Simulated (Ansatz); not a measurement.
System: dimethylborinic acid, C2H7BO, net charge 0, singlet state. 
Structure (B3LYP-D3(BJ)/def2-TZVP (Ansatz, a first-principles code) minimum search):
SMILES: OB(C)C
```xyz
11

C      1.1177    -1.0752     0.0003
B      0.0332     0.0619    -0.0227
C     -1.4653    -0.2033     0.3947
O      0.4457     1.3010    -0.4268
H      0.7429    -2.0038    -0.4391
H      2.0414    -0.7926    -0.5061
H      1.3686    -1.3185     1.0395
H     -1.5281    -0.7936     1.3129
H     -2.0640     0.7017     0.5318
H     -1.9560    -0.8047    -0.3791
H     -0.2512     1.9653    -0.4027
```
Charge 0, spin multiplicity 1.

Atomisation energy built up term by term with Ansatz (kcal/mol; UHF references for open shells; valence terms freeze the core; atomic spin-orbit terms are left out). CBS(X,Y): correlation extrapolated as X^-3; Hartree-Fock from the larger set.

```
term                                            basis  kcal/mol
-----------------------  ----------------------------  --------
Hartree-Fock                              aug-cc-pVQZ       [?]
CCSD correlation         CBS(aug-cc-pVTZ,aug-cc-pVQZ)       [?]
(T)                      CBS(aug-cc-pVTZ,aug-cc-pVQZ)     13.17
core correlation                            cc-pwCVTZ      4.09
scalar relativity (X2C)    cc-pVTZ-DK against cc-pVTZ     -0.72
sum: De                                                     [?]
```

Some entries are withheld; supply them.


- Hartree-Fock, kcal/mol: 800.66
- CCSD correlation, kcal/mol: 232.09
- sum: De, kcal/mol: 1049.3
